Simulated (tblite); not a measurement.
C$_{5}$H$_{4}$N, doublet, at a GFN2-xTB geometry; GFN1-xTB (tblite).

tblite was given this input:
```
$ tblite run mol.xyz --method gfn1 --charge 0 --spin 1 --efield 0,0,0.1 --json tblite.json --no-restart

# file mol.xyz
10

N     -0.00964627     0.06176618     1.39312429
C      0.01052145     0.05563648    -1.32151880
C      0.00843127     1.16003225     0.73652206
C     -0.01902078    -1.10785450     0.76767008
C     -0.00911288    -1.14219824    -0.61640106
C      0.01996666     1.26655828    -0.63906399
H      0.01851369     0.04961327    -2.40308632
H     -0.03428343    -2.00036717     1.37795163
H     -0.01659046    -2.08816683    -1.13625412
H      0.03516978     2.21351181    -1.15373102
```

Output, abridged:

```
xTB calculator
 | screened Coulomb repulsion
 | Coulomb electrostatics
 |  * isotropic Klopman-Ohno-Mataga-Nishimoto electrostatics
 |  * onsite third-order electrostatics
 | DFT-D3(BJ) dispersion correction
 | Interactions (1)
 | [1] electric field

halogen bonding energy    0.0000000000000E+00 Eh
repulsion energy          2.6629794343207E-01 Eh
dispersion energy        -3.8032490469593E-03 Eh
interaction energy        0.0000000000000E+00 Eh
number of electrons       2.9000000000000E+01 e
integral cutoff           1.9731147476801E+01 bohr

------------------------------------------------------------
  cycle        total energy    energy error   density error
------------------------------------------------------------
      1     -15.73876492978  -1.6001260E+01   4.4275152E-01
      2     -15.78844611975  -4.9681190E-02   2.6341372E-01
      3     -15.78556798736   2.8781324E-03   6.6431555E-02
      4     -15.78958469022  -4.0167029E-03   9.6472805E-03
      5     -15.79019003329  -6.0534307E-04   9.3085767E-04
      6     -15.79019534303  -5.3097424E-06   2.8450776E-04
      7     -15.79019557214  -2.2911237E-07   6.6624722E-05
      8     -15.79019557471  -2.5683811E-09   2.6015668E-05
      9     -15.79019557486  -1.4647483E-10   5.9600705E-06
------------------------------------------------------------

electronic energy        -1.6052690269242E+01 Eh
total energy             -1.5790195574856E+01 Eh

Post processing:
 | Mayer-Wiberg bond orders

[Info] JSON dump of results written to 'tblite.json'
```
